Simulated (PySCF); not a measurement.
## Ionisation energy of Pd⁺ by level of theory

Pd⁺ [Kr] 4d9 (2D) → Pd²⁺ [Kr] 4d8 (3F), as a difference of total energies. Computed with PySCF 2.14 in def2-TZVPPD with the def2 core potential (28 electrons), with a scalar-relativistic core potential. Correlated levels: valence and next inner shell: nothing frozen outside the core potential. The calculations carry no spin-orbit coupling.

```csv
method,ionisation energy (eV)
UHF,17.425
MP2 (valence and next inner shell),19.443
SCS-MP2 (valence and next inner shell),19.198
CCSD (valence and next inner shell),19.038
CCSD(T) (valence and next inner shell),19.136
```

How much does correlation contribute at CCSD(T) (valence and next inner shell)?

19.136 − (17.425) = 1.711 eV, measured against UHF.

The reference lies between the lowest fine-structure levels, while these numbers refer to the centres of the terms.

Errors of the correlated levels include the incompleteness of this basis.

For comparison: 19.43 ± 0.12 eV (semi-empirical (NIST evaluation); NIST Atomic Spectra Database, ionization energies).
